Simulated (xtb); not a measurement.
xtb input (GFN2-xTB):

```bash
xtb mol.xyz --gfn 2 --ohess tight --chrg 0 --uhf 0
```
mol.xyz:
```
6

B      0.63024471    -0.06763933    -0.07837418
F      1.08228523     1.35033796     0.13081965
F      1.62724750    -1.08914991    -0.27455364
N     -0.79906951    -0.37819953    -0.02975372
H     -1.27108750     0.15410416    -0.71516034
H     -1.16829791    -0.08106063     0.91888205
```

End of the output:

```
           -------------------------------------------------
          | TOTAL ENERGY              -14.768419453825 Eh   |
          | TOTAL ENTHALPY            -14.728305338468 Eh   |
          | TOTAL FREE ENERGY         -14.759416072236 Eh   |
          | GRADIENT NORM               0.000159338313 Eh/α |
          | HOMO-LUMO GAP               7.414523063416 eV   |
           -------------------------------------------------

------------------------------------------------------------------------
------------------------------------------------------------------------
 total:
 SCF:
 ANC optimizer:
 analytical hessian:
Note: The following floating-point exceptions are signalling: IEEE_DENORMAL
normal termination of xtb
```
